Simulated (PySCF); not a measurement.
Computed properties of BFH2S, SMILES FBS

B(F)(H)(SH) (BFH2S), SMILES SBF. Coordinates come from a B3LYP-D3(BJ)/def2-TZVP optimisation. Other conformers were not sampled. All values are computed for the isolated molecule unless a solvent is named; none is compared with measurement here.

**Structure.** The optimised structure has Cs symmetry. All 9 harmonic modes at B3LYP-D3(BJ)/def2-TZVP (PySCF) are real, so it is a minimum. With heavy atoms numbered as in [BH:1]([F:2])[SH:4], the shortest bond between them is B1–F2 at 1.327 Å and the longest B1–S4 at 1.800 Å.

**Vibrations.** The strongest infrared lines (harmonic, unscaled, degenerate partners summed) lie at 1303 cm⁻¹ (364 km/mol, B 66 %, F 24 %, H 10 %), 2657 cm⁻¹ (101 km/mol, H 91 %, B 9 %), 886 cm⁻¹ (55 km/mol, H 64 %, B 20 %, S 13 %). The softest mode is at 346 cm⁻¹ and the zero-point energy is 15.7 kcal/mol.

**Electronic structure.** M06-2X/def2-TZVPD (PySCF) places the frontier levels at -9.52 and -0.03 eV, a gap of 9.49 eV, and gives a dipole moment of 1.63 D and a mean polarisability of 36.5 bohr³.

**Excitations.** TDDFT-ωB97X/def2-SVPD (PySCF) has S1 at 6.89 eV (180 nm, f = 0.004, weak); the most intense of the 10 singlets computed lies at 9.70 eV (f = 0.29). T1 (TDA) is at 5.71 eV. No vertical singlet excitation falls in the visible range (under 3.1 eV).

**NMR.** GIAO shifts at PBE0/pcSseg-2 (PySCF) (non-relativistic, atoms alike by connectivity averaged): ¹H from 2.7 to 6.1 ppm against TMS; ¹⁹F at -40.1 ppm against CFCl3; ¹¹B at 41.5 ppm against BF3.
